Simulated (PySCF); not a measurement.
Relaxation of quintet PtO₂

Computed with UPBE0/[Pt def2-TZVP with ECP60, O def2-TZVP], scalar-relativistic core potentials, density fitting, no spin–orbit coupling, PySCF. A (50,194) grid was used.

A start displaced from a saddle point along its imaginary mode, of C2v symmetry, held to at least that symmetry:

```xyz
3
charge 0 multiplicity 5, angstrom
Pt   -0.0363    0.0191    0.0000
O     0.2211   -0.1166    1.8530
O     0.2211   -0.1166   -1.8530
```

Optimiser trace:
| step | E − E(last) (kJ/mol) | largest gradient (Eh/bohr) |
| --- | --- | --- |
| 0 | 4.35 | 0.01689 |
| 1 | 1.94 | 0.00470 |
| 2 | 1.73 | 0.00062 |
| 3 | 1.69 | 0.00065 |
| 4 | 1.64 | 0.00072 |
| 5 | 1.60 | 0.00079 |
| 6 | 1.54 | 0.00086 |
| 7 | 1.48 | 0.00094 |
| 8 | 1.42 | 0.00101 |
| 9 | 1.35 | 0.00109 |
| 10 | 1.27 | 0.00115 |
| 11 | 1.20 | 0.00123 |
| 12 | 1.11 | 0.00129 |
| 13 | 1.03 | 0.00135 |
| 14 | 0.94 | 0.00140 |
| 15 | 0.85 | 0.00144 |
| 16 | 0.14 | 0.00387 |
| 17 | 0.03 | 0.00056 |
| 18 | 0.00 | 0.00024 |
| 19 | 0.00 | 0.00002 |

It ends at C2v with Pt–O 1.830 Å (×2); O–Pt–O 144.7°. The frequency run here used a shortcut that can spoil soft modes, so no verdict on minimum or saddle point is given. Other isomers or separated fragments may lie lower.

Open d and f shells are described by one determinant, and the ground state may have another occupation or spin. At this level a singlet minimum of D∞h symmetry lies 171 kJ/mol below this structure. No spin–orbit coupling is included, which matters more the heavier the element.

The relaxation took of the order of 110 core-seconds on a shared host.
